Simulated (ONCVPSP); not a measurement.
**P (Z = 15): ONCV pseudisation with PBE, scalar-relativistic reference atom.**

ONCVPSP 4.0.1 input, shortened (lines: element, Z, core and valence counts, functional; n l f; lmax; l rc ep ncon nbas qcut; lloc lpopt rc5 dvloc0; l nproj debl; icmod fcfact rcfact), PBE, scalar-relativistic:

```
  P 15.00    1    4        4      upf
    1    0    2.00
    2    0    2.00
    2    1    6.00
    3    0    2.00
    3    1    3.00
    1
    0    0.95    0.00    5   10   16.60
    1    0.70    0.00    4    7   15.80
    4    1    0.65    4.00
    0    2    3.90
    1    3    2.80
    1    0.20    0.00
```

* Cutoffs needed: 153 Ha and 301 Ha (the cutoffs (Ha) at which the residual kinetic energy of the hardest occupied pseudo-wave falls to 1 and 0.1 mHa per electron)
* Ghost test: no bound ghost flagged; GHOST(+) flags only above 600 eV
* Largest excitation error: -335 meV (all-electron minus pseudo) for 2s1 2p6 3s2 3p3, out of 4 test configurations
* rms error of d²Exc/dni dnj: 1.64 mHa without and 2.28 mHa with the model core
